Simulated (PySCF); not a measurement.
PySCF 2.14 output of an unrestricted r2SCAN calculation on a single atom or ion in x2c-TZVPPall with one added diffuse shell each of s, p, d type (6s6p4d1f, 51 functions), with the spin-free X2C one-electron Hamiltonian (Gaussian nucleus):

```
SCF conv_tol = 1e-09
number electrons alpha = 9  beta = 6
    J. W. Furness, A. D. Kaplan, J. Ning, J. P. Perdew, and J. Sun.,  J. Phys. Chem. Lett. 11, 8208-8215 (2020)
    J. W. Furness, A. D. Kaplan, J. Ning, J. P. Perdew, and J. Sun.,  J. Phys. Chem. Lett. 11, 9248-9248 (2020)
    J. W. Furness, A. D. Kaplan, J. Ning, J. P. Perdew, and J. Sun.,  J. Phys. Chem. Lett. 11, 8208-8215 (2020)
    J. W. Furness, A. D. Kaplan, J. Ning, J. P. Perdew, and J. Sun.,  J. Phys. Chem. Lett. 11, 9248-9248 (2020)
cycle= 1 E= -341.72563786273  delta_E= -0.00549  |g|= 0.0138  |ddm|= 0.478
cycle= 2 E= -341.725505314259  delta_E= 0.000133  |g|= 0.0077  |ddm|= 0.298
cycle= 3 E= -341.725309269198  delta_E= 0.000196  |g|= 0.00141  |ddm|= 0.142
cycle= 4 E= -341.725304903333  delta_E= 4.37e-06  |g|= 0.000342  |ddm|= 0.0212
cycle= 5 E= -341.725304839215  delta_E= 6.41e-08  |g|= 7.22e-05  |ddm|= 0.00426
cycle= 6 E= -341.725304836008  delta_E= 3.21e-09  |g|= 2.17e-05  |ddm|= 0.000841
cycle= 7 E= -341.725304835833  delta_E= 1.75e-10  |g|= 9.73e-07  |ddm|= 0.000178
converged SCF energy = -341.725304835833  <S^2> = 3.7523885  2S+1 = 4.0011941
```

The run itself started from symmetry-adapted Hartree-Fock orbitals and held the occupation by maximum overlap, on a logarithmic radial grid, so the iterations belong to that start.

Problem. Which element, charge and spin multiplicity is this?

Solution. P (phosphorus, neutral), multiplicity 4; the state was [Ne] 3s2 3p2 3d1, one real determinant (an excited configuration).

⟨L²⟩ = 7.93 against 12 for a pure F term, so this real determinant mixes terms. The outer electron is Rydberg-like, and this basis confines it to a smaller radius and binds it less than a complete one would. At r2SCAN the highest occupied level has a positive energy, so only the finite basis holds that electron; for this excited configuration the basis is too tight for the outer shell.
